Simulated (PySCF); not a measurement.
Isomers of C8H10Si, mass 134.055 u with the commonest isotopes. Level of theory: PySCF 2.14.0, PBE0-D3(BJ)/def2-SVP geometry optimisation, gas phase. One conformer each, none proved a minimum here; rigid rotors.

Question: Order these by dipole moment, largest first.
A. `CC#CC1=C[Si@@H](C)C=C1`
B. `[CH:1]#[C:2][SiH2:3][C:4]#[C:5][CH:6]1[CH2:7][CH2:8][CH2:9]1` with C5–C6–C7–C8 -142°, C6–C7–C8–C9 19°, C7–C8–C9–C6 -19°, C5–C6–C9–C8 142°
C. `[CH3:1][C:2]#[C:3][C:4]#[C:5]/[CH:6]=[CH:7]\[CH2:8][SiH3:9]` with C6–C7–C8–Si9 93°

Answer: B (1.84 D), A (1.03 D), C (0.86 D).

Question: Order these by rotational constant B, smallest first.
A. `CC#CC1=C[Si@@H](C)C=C1`
B. `[CH3:1][C:2]#[C:3][C:4]#[C:5]/[CH:6]=[CH:7]\[CH2:8][SiH3:9]` with C6–C7–C8–Si9 93°
C. `[CH:1]#[C:2][SiH2:3][C:4]#[C:5][CH:6]1[CH2:7][CH2:8][CH2:9]1` with C5–C6–C7–C8 -142°, C6–C7–C8–C9 19°, C7–C8–C9–C6 -19°, C5–C6–C9–C8 142°

Answer: B (478.7 MHz), C (507.1 MHz), A (599.4 MHz).

Question: Order these by radius of gyration √(Σ m r²/M), largest first.
A. `[CH:1]#[C:2][SiH2:3][C:4]#[C:5][CH:6]1[CH2:7][CH2:8][CH2:9]1` with C5–C6–C7–C8 -142°, C6–C7–C8–C9 19°, C7–C8–C9–C6 -19°, C5–C6–C9–C8 142°
B. `[CH3:1][C:2]#[C:3][C:4]#[C:5]/[CH:6]=[CH:7]\[CH2:8][SiH3:9]` with C6–C7–C8–Si9 93°
C. `CC#CC1=C[Si@@H](C)C=C1`

Answer: B (3.039 Å), A (2.890 Å), C (2.648 Å).

```json
{"SMILES": "CC#CC1=C[Si@@H](C)C=C1", "point group": "C1", "Ia (u·Å²)": "123.34", "Ib (u·Å²)": "843.15", "Ic (u·Å²)": "913.92", "κ": "-0.97", "μa (D)": "0.76", "μb (D)": "0.19", "μc (D)": "0.67"}
{"SMILES": "CC#CC#C/C=C\\C[SiH3]", "point group": "C1", "Ia (u·Å²)": "207.26", "Ib (u·Å²)": "1055.67", "Ic (u·Å²)": "1212.86", "κ": "-0.94", "μa (D)": "0.41", "μb (D)": "0.44", "μc (D)": "0.60"}
{"SMILES": "C#C[SiH2]C#CC1CCC1", "point group": "–", "Ia (u·Å²)": "165.46", "Ib (u·Å²)": "996.61", "Ic (u·Å²)": "1077.13", "κ": "-0.97", "μa (D)": "1.68", "μb (D)": "0.77", "μc (D)": "0.00"}
```
